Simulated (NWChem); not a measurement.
System meant: diselenium (Se₂, triplet); SMILES [Se]=[Se]

Input file for NWChem:

```
start job
memory heap 200 mb stack 900 mb global 1100 mb
geometry units angstroms noautoz
  Se     0.000000     0.000000     1.083866
  Se     0.000000     0.000000    -1.083866
end
basis spherical
  * library def2-svp
end
dft
  odft
  mult 4
  xc xpbe96 cpbe96
  iterations 150
  mulliken
end
task dft energy
```

End of the output:

```
 Summary of "ao basis" -> "" (spherical)
 ------------------------------------------------------------------------------
       Tag                 Description            Shells   Functions and Types
 ---------------- ------------------------------  ------  ---------------------
 *                          def2-svp                  on all atoms

  pbe96 is a nonlocal functional; adding pw91lda local functional.

                                 NWChem DFT Module
                                 -----------------

 Summary of "ao basis" -> "ao basis" (spherical)
 ------------------------------------------------------------------------------
       Tag                 Description            Shells   Functions and Types
 ---------------- ------------------------------  ------  ---------------------
 Se                         def2-svp                12       32   5s4p3d

 Summary of "ao basis" -> "ao basis" (spherical)
 ------------------------------------------------------------------------------
       Tag                 Description            Shells   Functions and Types
 ---------------- ------------------------------  ------  ---------------------
 Se                         def2-svp                12       32   5s4p3d

      Symmetry analysis of basis
      --------------------------

        a1g        12
        a1u         0
        a2g         0
        a2u        12
        b1g         3
        b1u         3
        b2g         3
        b2u         3
        eg         14
        eu         14

  number of electrons :                   68
  multiplicity        :                    4
 ------------------------------------------------------------------------
  no. of electrons and multiplicity not compatible                  68
 ------------------------------------------------------------------------
 ------------------------------------------------------------------------
  current input line :
    17: task dft energy
 ------------------------------------------------------------------------
 ------------------------------------------------------------------------
 There is an error in the input file
 ------------------------------------------------------------------------
 For more information see the NWChem manual at https://nwchemgit.github.io

0: no. of electrons and multiplicity not compatible:Received an Error in Communication
```

Q: Can this run be used? If not, why, and what is the fix?

A: The program refused the input. Cause: the multiplicity doesn't fit the number of electrons (an even count wants an odd multiplicity, and the reverse). This input runs:
```
start job
memory heap 200 mb stack 900 mb global 1100 mb
geometry units angstroms noautoz
  Se     0.000000     0.000000     1.083866
  Se     0.000000     0.000000    -1.083866
end
basis spherical
  Se library def2-svp
end
dft
  odft
  mult 3
  xc xpbe96 cpbe96
  iterations 150
  mulliken
end
task dft energy
```
It converges to -4801.81208 Ha (PBE/def2-SVP, spin-unrestricted).
